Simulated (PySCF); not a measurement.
# Radial density of Sc (scandium, neutral)

UHF, [Ar] 3d2 4s1, 4s spin antiparallel (an excited configuration). All numbers are calculated (PySCF 2.14, scalar relativity by spin-free X2C-1e, in aug-cc-pwCVTZ-DK).

| r (bohr) | 4πr²ρ (e/bohr) | 4πr²(ρα − ρβ) |
| --- | --- | --- |
| 0.00131 | 0.1677 | 0.0000 |
| 0.00220 | 0.4303 | -0.0001 |
| 0.00370 | 1.081 | -0.0003 |
| 0.00622 | 2.617 | -0.0007 |
| 0.0105 | 5.950 | -0.0017 |
| 0.0176 | 12.10 | -0.0034 |
| 0.0296 | 20.29 | -0.0054 |
| 0.0498 | 24.87 | -0.0061 |
| 0.0838 | 20.55 | -0.0063 |
| 0.141 | 19.37 | -0.0160 |
| 0.237 | 26.36 | 0.0038 |
| 0.399 | 14.90 | 0.1905 |
| 0.671 | 7.126 | 0.5309 |
| 1.13 | 8.334 | 0.9107 |
| 1.90 | 2.371 | 0.6711 |
| 3.19 | 0.5402 | 0.0164 |
| 5.37 | 0.1984 | -0.1325 |
| 9.03 | 0.01627 | -0.0147 |
| 15.2 | 8.918e-05 | -0.0001 |

Densities and radii are taken from the X2C orbitals without a picture-change correction, which distorts them close to the nucleus.

With the s spin flipped the determinant is a mixture of two multiplicities, not a spectroscopic state.
